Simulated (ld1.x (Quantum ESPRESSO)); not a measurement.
## carbon (C): RRKJ pseudisation with PBE, scalar-relativistic reference atom.

- Element: C (Z = 6)
- Generator: ld1.x (Quantum ESPRESSO) 7.5
- Type: norm-conserving RRKJ (Kleinman–Bylander form)
- Functional: PBE
- Relativity: scalar-relativistic
- Frozen core: [He]
- Valence charge: 4
- Reference configuration: 2s1 2p3
- Partial waves: 2s (bound): rc 1.25 bohr; 2p (bound): rc 1.70 bohr
- Local potential: the p channel
- Core correction: a·sin(br)/r model core inside 0.80 bohr
- rho0: 0.001

All-electron outer shells of the reference configuration (PBE, scalar-relativistic, ld1.x):

```csv
shell,level (eV),outermost node (bohr),outermost maximum (bohr)
1s,-274.35,–,0.17
2s,-14.20,0.38,1.22
2p,-5.71,–,1.20
```

Calculated quality:

| Quantity | Value |
| --- | --- |
| Cutoffs needed | 50 Ry and 70 Ry (the cutoffs (Ry, on a coarse ladder) from which the occupation-weighted sum of valence levels, in a spherical-Bessel basis at the reference potential, stays within 10 and 1 mRy of its value at 400 Ry) |
| Ghost test | no extra level below or beside the all-electron valence levels (s, p, d, f tested) (spherical-Bessel basis up to 400 Ry, 20 bohr box) |
| Largest excitation error | +437 meV (all-electron minus pseudo) for 2s1 2p0, out of 7 test configurations |

Generation and tests took about 0.89 s on one core of a shared server CPU.
